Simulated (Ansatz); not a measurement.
**Molecular dynamics of Cl₃GeH**

Input file:

```yaml
crystal:
  periodic: [false, false, false]
  atoms:
    - { symbol: Ge, position_ang: [0.000411, 0.0, 0.00757] }
    - { symbol: H, position_ang: [0.000249, 0.0, 1.548845] }
    - { symbol: Cl, position_ang: [2.02452, 0.0, -0.741158] }
    - { symbol: Cl, position_ang: [-1.01144, 1.752866, -0.741579] }
    - { symbol: Cl, position_ang: [-1.01144, -1.752866, -0.741579] }
basis:
  gaussian: { orbitals: def2-SVP }
hamiltonian:
  xc: pbe
md:
  timestep: 0.5
  n_steps: 300
  ensemble: nve
  temperature: 500.0
  initial_velocities: maxwell_boltzmann
  seed: 432861
  masses: [{ species: H, mass: 2.014 }]
```

Run as:

```bash
$ ansatz run input.yaml --threads 1 --pin off --max-ram 2048MiB --backend cpu --events-out ev --progress --plain --runs-dir out
```

It starts from a relaxed structure.

Output, in part (step lines, the closing report, with atoms numbered from 0):

```
md step     0: t =     0.00 fs  T =   500.0 K  F+E_penalty+E_count = -94062.99483093 eV  E_kin = 0.193890 eV  conserved = -94062.80094093 eV  (25 SCF iters)
md step     1: t =     0.50 fs  T =   499.7 K  F+E_penalty+E_count = -94062.99469537 eV  E_kin = 0.193754 eV  conserved = -94062.80094098 eV  (25 SCF iters)
md step     2: t =     1.00 fs  T =   498.6 K  F+E_penalty+E_count = -94062.99428878 eV  E_kin = 0.193348 eV  conserved = -94062.80094093 eV  (25 SCF iters)
md step     3: t =     1.50 fs  T =   496.9 K  F+E_penalty+E_count = -94062.99361240 eV  E_kin = 0.192672 eV  conserved = -94062.80094076 eV  (25 SCF iters)
md step     4: t =     2.00 fs  T =   494.4 K  F+E_penalty+E_count = -94062.99266926 eV  E_kin = 0.191729 eV  conserved = -94062.80094049 eV  (25 SCF iters)
md step     5: t =     2.50 fs  T =   491.3 K  F+E_penalty+E_count = -94062.99146409 eV  E_kin = 0.190524 eV  conserved = -94062.80094011 eV  (25 SCF iters)
md step     6: t =     3.00 fs  T =   487.6 K  F+E_penalty+E_count = -94062.99000336 eV  E_kin = 0.189064 eV  conserved = -94062.80093961 eV  (25 SCF iters)
md step     7: t =     3.50 fs  T =   483.2 K  F+E_penalty+E_count = -94062.98829528 eV  E_kin = 0.187356 eV  conserved = -94062.80093902 eV  (25 SCF iters)
[... lines left out ...]
md step   297: t =   148.50 fs  T =   249.7 K  F+E_penalty+E_count = -94062.89774883 eV  E_kin = 0.096822 eV  conserved = -94062.80092719 eV  (18 SCF iters)
md step   298: t =   149.00 fs  T =   247.4 K  F+E_penalty+E_count = -94062.89685325 eV  E_kin = 0.095926 eV  conserved = -94062.80092734 eV  (18 SCF iters)
md step   299: t =   149.50 fs  T =   245.1 K  F+E_penalty+E_count = -94062.89599108 eV  E_kin = 0.095064 eV  conserved = -94062.80092751 eV  (18 SCF iters)
md step   300: t =   150.00 fs  T =   243.0 K  F+E_penalty+E_count = -94062.89516011 eV  E_kin = 0.094232 eV  conserved = -94062.80092769 eV  (24 SCF iters)
Total energy: -94062.89518763 eV, -3456.7476400251 hartree
Atom 0 at     0.031955     0.052914     0.023876 Å, force     0.026508    -0.349320    -0.534614 eV/Å
Atom 1 at     0.095739     0.234052     1.553116 Å, force    -0.046012    -0.233730     0.032114 eV/Å
Atom 2 at     2.083557    -0.127387    -0.734000 Å, force    -0.501992     0.256716     0.133820 eV/Å
Atom 3 at    -1.150439     1.704404    -0.732693 Å, force     0.293125     0.055479    -0.044267 eV/Å
Atom 4 at    -1.001531    -1.698725    -0.791272 Å, force     0.228370     0.270855     0.412947 eV/Å
Dipole moment:     0.019337     0.046474     0.328709 e Å
```

The steps, from the saved trajectory:

```csv
time (fs),T (K),potential energy less start (eV),conserved less start (meV/atom)
0,500,0.000,0.00
5,466,0.013,0.00
10,384,0.045,0.00
15,301,0.077,0.01
20,258,0.094,0.01
25,265,0.091,0.00
30,286,0.083,0.00
35,281,0.085,0.00
40,229,0.105,0.00
45,145,0.138,0.00
50,67,0.168,0.01
55,27,0.183,0.01
60,36,0.180,0.00
65,78,0.164,0.00
70,131,0.143,0.00
75,176,0.126,0.00
80,208,0.113,0.00
85,231,0.104,0.00
90,252,0.096,0.00
95,278,0.086,0.00
100,314,0.072,0.00
105,357,0.055,0.00
110,401,0.038,0.00
115,433,0.026,0.00
120,445,0.021,0.00
125,431,0.027,0.00
130,396,0.040,0.00
135,351,0.058,0.00
140,305,0.076,0.00
145,269,0.090,0.00
150,243,0.100,0.00
```

The run went to its last step. The conserved energy stayed within 0.0058 meV per atom of its start (net change 0.0026 meV per atom), so the integration is sound. A run of 0.15 ps of so small a system gives no equilibrium averages.

The same pairs are bonded in the first frame and the last. Pairs count as bonded within 1.25 times the sum of covalent radii (0.12 Å more for H–H).

Last frame:

```xyz
5
Properties=species:S:1:pos:R:3
Ge 0.032 0.053 0.024
H 0.096 0.234 1.553
Cl 2.084 -0.127 -0.734
Cl -1.150 1.704 -0.733
Cl -1.002 -1.699 -0.791
```

The run took 13 min on 1 thread of Arm Neoverse V1 (shared host), peak memory 0.15 GiB.
